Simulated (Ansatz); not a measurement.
Program: Ansatz. Geometries: PBE0-D4/def2-TZVP. ΔE: electronic, gas phase. CBS: MP2 limit from def2 TZ/QZ plus the TZ coupled-cluster correction, frozen cores. This one scheme is used for every species. DFT in def2-TZVPP. One conformer a species, not always the lowest.

Consider the cleavage of the Si–B bond: `CNB(F)[SiH3]` + `CCSS` → `CCSS[SiH3]` + `CNBF`.

`CNB(F)[SiH3]`:

Z-matrix (Å, degrees):
```
C
N 1 1.443
H 1 1.094 2 111.5
H 1 1.089 2 109.6 3 119.5
H 1 1.094 2 111.4 3 -121.0
B 2 1.390 1 128.7 3 -119.3
H 2 1.011 1 114.5 3 60.6
Si 6 2.032 2 126.8 1 -0.0
F 6 1.349 2 116.6 1 180.0
H 8 1.490 6 109.9 2 -120.1
H 8 1.490 6 109.9 2 121.6
H 8 1.490 6 113.8 2 0.7
```

`CCSS`:

Z-matrix (Å, degrees):
```
C
C 1 1.511
H 1 1.093 2 110.5
H 1 1.092 2 111.1 3 120.4
H 1 1.092 2 110.6 3 -119.2
S 2 1.813 1 114.4 3 -178.3
H 2 1.095 1 111.4 3 -62.0
H 2 1.092 1 111.8 3 58.3
S 6 2.037 2 103.4 1 -68.0
H 9 1.348 6 99.6 2 89.2
```

`CCSS[SiH3]`:

```xyz
13

C     0.137   -2.152    0.408
C     0.045   -0.794    1.066
S     1.349    0.362    0.576
S     0.946    0.667   -1.423
Si   -0.327    2.363   -1.132
H    -0.669   -2.801    0.761
H     1.092   -2.632    0.631
H     0.045   -2.062   -0.676
H     0.174   -0.865    2.152
H    -0.922   -0.319    0.885
H    -0.826    2.764   -2.474
H    -1.473    1.993   -0.262
H     0.429    3.477   -0.512
```

`CNBF`:

Z-matrix (Å, degrees):
```
C
N 1 1.443
H 1 1.094 2 111.7
H 1 1.090 2 109.1 3 119.3
H 1 1.094 2 111.7 3 -121.4
B 2 1.388 1 126.0 3 -119.3
H 2 1.009 1 115.3 3 60.7
F 6 1.340 2 119.2 1 -180.0
H 6 1.197 2 121.7 1 0.0
```

```csv
level,ΔE (eV)
PBE-D4,-0.74
ωB97M-V,-0.84
CCSD/def2-TZVPP,-0.81
HF/CBS(def2),-0.90
```

Problem. What does CCSD(T)/CBS give? (Best estimate.)

Solution. Ansatz gave: -0.85 eV. The listed levels differ from it by 0.11, 0.01, 0.04, -0.05 eV.

Largest T1 diagnostic among the species: 0.013.

The D4 term adds −0.04 eV with B3LYP and −0.02 eV with PBE0; it sums over pairs of atoms, weighted by their polarisabilities, and B3LYP, whose exchange is more repulsive, gets the larger term. From PBE to PBE0 (25 % exact exchange), in def2-TZVPP and without D4, ΔE moves by −0.05 eV.

B3LYP here is the variant with VWN-RPA as its local correlation; programs differ in this.
